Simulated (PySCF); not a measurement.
Al(F)(Cl)(vinyl) (C₂H₃AlClF), SMILES C=[CH][Al]([F])[Cl].

Geometry optimised at PBE0-D3(BJ)/def2-SVP. One conformer was computed; it need not be the lowest.

The numbers are results of PBE0-D3(BJ)/def2-SVP (PySCF), not measurements.

Frequencies are harmonic and unscaled.

| mode | ν (cm⁻¹) | IR (km/mol) | moving atoms (share of kinetic energy) |
|---|---|---|---|
| 1 | 87 | 1.1 | C 48 %, H 29 %, F 16 % |
| 2 | 104 | 1.3 | C 37 %, Cl 32 %, H 16 %, Al 8 % |
| 3 | 204 | 24.4 | F 56 %, Cl 21 %, Al 12 %, C 9 % |
| 4 | 227 | 29.5 | Al 55 %, H 26 %, F 10 % |
| 5 | 306 | 8.3 | C 53 %, H 17 %, Al 14 %, F 14 % |
| 6 | 476 | 67.6 | H 62 %, C 28 %, Al 10 % |
| 7 | 479 | 24.3 | Cl 43 %, C 22 %, Al 16 %, F 12 % |
| 8 | 700 | 148.3 | Al 48 %, C 32 %, H 13 % |
| 9 | 896 | 134.0 | F 50 %, Al 48 % |
| 10 | 993 | 15.3 | H 87 %, C 12 % |
| 11 | 1019 | 26.4 | H 72 %, C 28 % |
| 12 | 1055 | 14.8 | H 93 % |
| 13 | 1263 | 3.9 | H 71 %, C 29 % |
| 14 | 1418 | 23.7 | H 82 %, C 17 % |
| 15 | 1662 | 16.7 | C 84 %, H 16 % |
| 16 | 3129 | 11.4 | H 95 % |
| 17 | 3163 | 2.0 | H 92 %, C 8 % |
| 18 | 3225 | 4.0 | H 89 %, C 11 % |
